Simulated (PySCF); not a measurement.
**A ladder for the ionisation energy of Co+**

Co+ [Ar] 3d8 (3F) → Co(2+) [Ar] 3d7 (4F). Scalar values calculated with PySCF 2.14 in aug-cc-pVTZ-DK (spin-free X2C; valence: [Ar] frozen). The spin-orbit shift comes from two-component X2C-1e calculations (generalised Hartree-Fock, GHF, and MP2 on its spinors, GMP2) in x2c-QZVPPall-2c: GMP2 gives 17.623 eV without and 17.611 eV with screened spin-orbit coupling, a shift of -0.013 eV (GHF: -0.014 eV). Sums use unrounded values; where a UHF row is shifted, it takes the GHF shift.

```
           method  scalar (eV)
              UHF       14.187
              LDA       18.366
              PBE       17.895
             PBE0       17.212
           r2SCAN       17.373
          LC-wPBE       17.579
          r2SCANh       17.181
            B3LYP       17.609
            HSE06       17.237
    MP2 (valence)       16.974
SCS-MP2 (valence)       16.870
   CCSD (valence)       16.454
CCSD(T) (valence)       16.633
```

(1) Form a composite estimate from CCSD(T) (valence) and the spin-orbit shift, and compare it with the reference, 17.084 eV (measured; NIST Atomic Spectra Database, ionization energies).

The errors of the correlated levels include the incompleteness of the basis and the frozen core, so a lower level can come closer by cancellation.

Answers

(1) 16.633 + (-0.013) = 16.620 eV, an error of -0.464 eV.
